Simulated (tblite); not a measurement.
Species: C6H5FSe.
Structure used (GFN2-xTB), in Å, numbered top down from 1:
```xyz
13
C6H5FSe angstrom
F     -2.9797   -0.1658    0.4734
C     -1.6600   -0.0890    0.2159
C     -1.0667    1.1581    0.1283
C      0.2884    1.2312   -0.1373
C      1.0229    0.0671   -0.3016
Se     2.9217    0.1811   -0.6962
C      0.4124   -1.1751   -0.2226
C     -0.9422   -1.2595    0.0427
H     -1.6606    2.0482    0.2644
H      0.7746    2.1916   -0.2177
H      3.3332    0.0972    0.6903
H      0.9947   -2.0723   -0.3699
H     -1.4430   -2.2123    0.1126
```

Level: GFN2-xTB in tblite, geometry and Hessian alike; calculated harmonic values, unscaled, isolated species. The method is semi-empirical: single wavenumbers can be off by several per cent or more. Modes of hydrogen on selenium can be 10 to 20 % off. One conformer, not necessarily the lowest. The optimisation stopped once no atom felt more than 0.01 eV/Å.

Lowest wavenumbers of the output (negative numbers stand for imaginary wavenumbers):
```
mode    cm-1
  1    -169.9
  2      99.1
  3     195.7
  4     258.8
  5     294.8
  6     374.0
  7     384.0
  8     467.8
```

Task: Is this structure a minimum?

Result: No. 1 mode is imaginary beyond 20i (170i cm⁻¹), so at this level the point lies at or near a first-order saddle.

Task: Which atoms move in the imaginary mode?

Result: 170i: H11 (hydrogen on selenium) 96 %. These are shares of the mass-weighted motion.

Task: What is the remedy?

Result: Step along that mode in both directions, optimise again with tighter thresholds and repeat the frequencies. The zero-point energy of this point (53.6 kcal/mol) counts the 32 real modes alone, and thermal corrections from it aren't those of a minimum.
